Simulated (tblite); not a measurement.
C₆H₄FS (doublet state).
InChI=1S/C6H4FS/c7-5-3-1-2-4-6(5)8/h1-4H

Computed values, GFN2-xTB/tblite, gas phase, harmonic and unscaled. Errors from tens to a few hundred cm⁻¹ against measured bands are possible. Open shells enter through the occupations alone, without spin polarisation, and single modes of such species can be off by tens of per cent.

Harmonic wavenumbers (cm⁻¹): 130.0, 198.5, 242.0, 356.5, 405.1, 464.9, 482.8, 524.4, 653.3, 686.6, 770.2, 803.2, 870.7, 906.4, 919.4, 1036.5, 1076.5, 1139.1, 1172.3, 1212.5, 1234.7, 1314.0, 1402.0, 1430.9, 1537.9, 1565.6, 3093.5, 3101.3, 3106.7, 3113.7.

A = 2914, B = 1617, C = 1040 MHz; mass 127.002 u (most abundant isotopes); point group Cs, symmetry number 1; spin multiplicity 2.

Zero-point energy?

½Σν̃ = 17476 cm⁻¹ = 49.97 kcal/mol.

What is S at 273.15 K and 1 bar for an ideal gas of classical rigid rotors and harmonic oscillators?

Translation 40.02, rotation 28.31, vibration 11.39, spin (R ln 2) 1.38: S = 81.1 cal/(mol K).

And Cp and H(273.15 K) − H(0)?

Cp = 25.03 cal/(mol K), of which vibrations give 17.08 (their classical limit is 30 R = 59.6); H(273.15 K) − H(0) = 4.13 kcal/mol without the zero-point energy, 1.96 from vibrations.

Which modes carry the vibrational entropy at 273.15 K?

130.0 cm⁻¹: 2.78; 198.5 cm⁻¹: 1.99; 242.0 cm⁻¹: 1.63; 356.5 cm⁻¹: 1.00; 405.1 cm⁻¹: 0.82; 464.9 cm⁻¹: 0.64 cal/(mol K); the other 24 give 2.53 together.

Blend soft modes into free rotors: weight 1/[1 + (100 cm⁻¹/ν̃)⁴] for the oscillator and the rest for a rotor with moment μB/(μ + B), μ = h/(8π²ν), B = 10⁻⁴⁴ kg m². What vibrational entropy results?

11.34 cal/(mol K) in place of 11.39, which changes −T·S at 273.15 K by +0.01 kcal/mol.

What must be added to the electronic energy to get the Gibbs energy at 273.15 K and 1 bar?

ZPE + [H(273.15 K) − H(0)] − T·S = 49.97 + 4.13 − 22.15 = 31.95 kcal/mol.

Hindered rotation and anharmonicity are outside this model.
